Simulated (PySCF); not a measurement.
## Exercise with solution: oscillator strength and radiative lifetime

H5P2, SMILES P[PH3+], charge +1.

Coordinates come from a PBE-D3(BJ)/def2-TZVP optimisation. The isomer is the one that the SMILES or the coordinates give; other isomers of the formula were not compared.

TDDFT-B3LYP/def2-SVPD (PySCF 2.14.0) puts the first singlet state with f over 0.02 at 6.31 eV (vertical), with the transition dipole (0.740, -0.097, 0.000) in atomic units.

### Question
Find the oscillator strength, the wavelength and the radiative lifetime that this transition would have in vacuum if emission retraced absorption.

### Answer

|μ|² = 0.5570 au, so |μ| = 1.90 D. ΔE = 6.31/27.211 = 0.2319 hartree. f = (2/3) ΔE |μ|² = 0.086 (the program prints 0.086).
λ = 1239.84/6.31 = 196 nm; ν = 50894 cm⁻¹.
Einstein's coefficient A = 0.6670 ν² f s⁻¹ (ν in cm⁻¹) = 1.5e8 s⁻¹, so τ = 1/A = 6.7 ns. This state is S1. The figure is the radiative limit of this one transition; relaxation, internal conversion, crossing to triplets and a medium change what is measured.
